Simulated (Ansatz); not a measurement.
Start from `CBNBN` and change one atom or group to get `CB[NH][AlH2]`.

Ansatz, PBE0-D4/def2-TZVP geometries, multiplicity 1. Each molecule was computed in one conformer, which needn't be the lowest.

```csv
property,`CBNBN`
HOMO–LUMO gap (B3LYP/def2-TZVPP) / eV,7.06
HOMO energy (ωB97M-V/def2-TZVPP) / eV,-9.94
HOMO energy (B3LYP/def2-TZVPP) / eV,-7.35
LUMO energy (B3LYP/def2-TZVPP) / eV,-0.29
"ideal-gas entropy at 298 K and 1 bar (rigid rotor, harmonic PBE0-D4/def2-TZVP) / J/(mol·K)",333
LUMO energy (PBE/def2-TZVPP) / eV,-1.06
```

Q: What does the change do to each property? (An estimate is asked.)

A: Ansatz gave: 
```tsv
property	`CB[NH][AlH2]`	shift
HOMO–LUMO gap (B3LYP/def2-TZVPP) / eV	6.99	-0.07
HOMO energy (ωB97M-V/def2-TZVPP) / eV	-9.92	0.02
HOMO energy (B3LYP/def2-TZVPP) / eV	-7.51	-0.16
LUMO energy (B3LYP/def2-TZVPP) / eV	-0.52	-0.23
ideal-gas entropy at 298 K and 1 bar (rigid rotor, harmonic PBE0-D4/def2-TZVP) / J/(mol·K)	320	-13
LUMO energy (PBE/def2-TZVPP) / eV	-1.08	-0.02
```

With PBE0 the HOMO falls by 0.10 eV and the LUMO falls by 0.24 eV, so the gap narrows by about 0.14 eV. PBE moves the HOMO by -0.17 eV and ωB97M-V by 0.02 eV. The zero-point energy changes by -73.5 kJ/mol with -6 modes.

B3LYP here is the variant with VWN-RPA as its local correlation; programs differ in this.
